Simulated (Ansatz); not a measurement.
A nudged elastic band was laid between two geometries of AuBrH2O (5 atoms, charge 0, multiplicity 1).

These are results of RKS PBE/def2-SVP (Ansatz 0.2.0), not measurements.

| Property | Result |
| --- | --- |
| movable images | 5 |
| climbing image | yes |
| spring | 5.0 eV/Å² |
| optimiser | quadratic models (default) |
| start path | through a guess of the saddle point |
| force threshold | 0.5 eV/Å |
| iteration limit | 60 |
| end points | relaxed |

First end point:

```xyz
5
Properties=species:S:1:pos:R:3
O -0.777 0.868 -0.430
Au 0.763 -0.400 0.495
Br 2.423 -1.761 1.493
H -1.660 0.547 -0.158
H -0.749 0.746 -1.400
```

Last end point:

```xyz
5
Properties=species:S:1:pos:R:3
O -0.987 0.349 -0.667
Au 0.682 -0.598 0.404
Br 2.480 -1.620 1.557
H -1.543 0.835 -0.026
H -0.632 1.034 -1.269
```

Task: What changes between the two ends?

Result: No bond is made or broken. The height of O1 over the plane of its neighbours goes from -0.43 to 0.43 Å. The two ends are copies of one structure, up to a mirror image or an exchange of like atoms.

Task: What energy profile does the band end with?

Result: It converged. The highest image is number 3 of 0 to 6, 2.3 kcal/mol above the ends, which have the same energy within 2 meV. The threshold of 0.5 eV/Å is loose, so the images may lie well off the minimum-energy path. The order of the stationary point at the top wasn't checked.

```tsv
image	path coordinate (Å)	energy (kcal/mol)	height of O1 over the plane of its neighbours (Å)
0	0.00	0.0	-0.43
1	0.16	0.4	-0.33
2	0.32	1.5	-0.18
3	0.48	2.3	0.00
4	0.64	1.5	0.17
5	0.80	0.4	0.33
6	0.96	0.0	0.43
```

Task: What is the geometry of the highest image?

Result: 
```xyz
5
Properties=species:S:1:pos:R:3:forces:R:3
O -0.802 0.554 -0.499 -0.29 0.20 -0.18
Au 0.762 -0.532 0.473 -0.02 0.03 -0.01
Br 2.483 -1.705 1.546 0.26 -0.19 0.16
H -1.681 0.741 -0.132 -0.07 -0.04 0.14
H -0.762 0.943 -1.388 0.12 0.00 -0.11
```

Time of the run: 63 s on 1 thread of Intel(R) Xeon(R) Platinum 8259CL CPU @ 2.50GHz (Skylake/Cascade Lake), with other jobs on the host, peak memory 0.15 GiB.
